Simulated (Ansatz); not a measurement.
## Changing the shape of KHO, singlet

Program: Ansatz, Gaussian basis, development build. Basis def2-SVP, nonrelativistic, 10 orbitals frozen in the corrections; active space CAS(8,5). Restricted Hartree–Fock, then the lowest state-specific CASSCF solution met for each case. A minimal or small basis: far from the basis limit. Single-reference values can break down or jump between states where bonds are stretched. Unlike active orbitals can shift such differences by tenths of an eV, at times by over 1 eV.

Case A:

```xyz
3

K     0.0000    0.0000    2.2000
O     0.0000    0.0000    0.0000
H     0.0000    0.0000   -0.9600
```

Case B. A bond is stretched, to 1.23 times the sum of the covalent radii.

```tsv
atom	x (Å)	y (Å)	z (Å)
K	0.0000	0.0000	3.3000
O	0.0000	0.0000	0.0000
H	0.0000	0.0000	-0.9600
```

Energy less that of case A, in eV:

```json
{"case": "B", "RHF/ROHF": "+1.865", "CASSCF": "+1.869"}
```

Question: What does SC-NEVPT2 give for these differences?

Answer: B: +1.914 eV (44.1 kcal/mol).
